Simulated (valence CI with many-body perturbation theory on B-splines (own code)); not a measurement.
**Which ion has this spectrum?**

A relativistic CI+MBPT calculation for an atom or ion with 14 electrons gives these levels (cm⁻¹):

```
J  Parity       E     g
0    even     0.0      
1    even     764  1.50
2    even    2032  1.50
2    even   16373  1.00
0    even   38070      
2     odd   85665  2.00
1     odd  121563  0.50
2     odd  121608  1.17
3     odd  121738  1.33
2     odd  141778  1.50
0     odd  141784      
1     odd  141788  1.50
2     odd  154139  1.00
2     odd  186391  0.67
```

The energies are calculated, with errors of about 66 cm⁻¹, more in some levels.

(1) Which is it?
A. K5+
B. Sc7+
C. P+
D. Ar4+

Results:

(1) D. Ar4+, ground level 3s2 3p2 3P_0.
